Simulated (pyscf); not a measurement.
HSe–SiH₂–SeH (SMILES [SeH][SiH2][SeH]) → H₂Si=Se (SMILES [SiH2]=[Se]) + H₂Se (SMILES [SeH2]), an elimination (singlet surface; H–Se, Se–Si broken, H–Se formed). Single points on ωB97X-D3(BJ)/def2-SVP structures (PySCF, gas phase). Correlated levels are frozen-core, on RHF or UHF. ΔMP2 is the change of the MP2 total energy from the triple- to the quadruple-zeta basis. Energies in eV from the reactant's lowest minimum found.

Small-basis levels: PySCF, no dispersion term, spherical d functions. 

### Question
Quick B3LYP/6-31G*+LANL2DZ single points give ΔE‡ = 1.68 eV and ΔE = +1.40 eV. What does CCSD(T)/def2-TZVPP + ΔMP2(QZVPP) give, and how far is the quick result from it?

### Answer
CCSD(T)/def2-TZVPP + ΔMP2(QZVPP) gives ΔE‡ = 1.57 eV and ΔE = +1.69 eV. B3LYP/6-31G*+LANL2DZ lies 0.11 eV over it in the barrier and 0.28 eV under it in the reaction energy, so on this step it does not hold to within 0.13 eV. CCSD(T)/def2-TZVPP + ΔMP2(QZVPP) has limits of its own. On the product side the descent ends in an adduct with a Se–Si contact, 0.58 eV under the separated species and 0.25 eV under the saddle at ωB97X-D3(BJ)/def2-TZVP. At CCSD(T) the saddle lies under the separated products, which points to a path from their complex (located at ωB97X-D3(BJ) alone), and parting the products costs more than the saddle. What is counted as broken (Se–Si) persists as a longer contact in the product adduct; parting that adduct is a step of its own. One saddle was located; it need not be the lowest between these sides. The CCSD(T) − MP2 part came from Ansatz, without density fitting, on the same reference. The frozen core leaves the outer d or s,p core shells of the metals and heavy elements correlated in the MP2 and CC values, and def2-TZVPP describes them poorly, which can shift differences by a few kcal/mol. In the def2 sets elements up to Kr have no core potential.
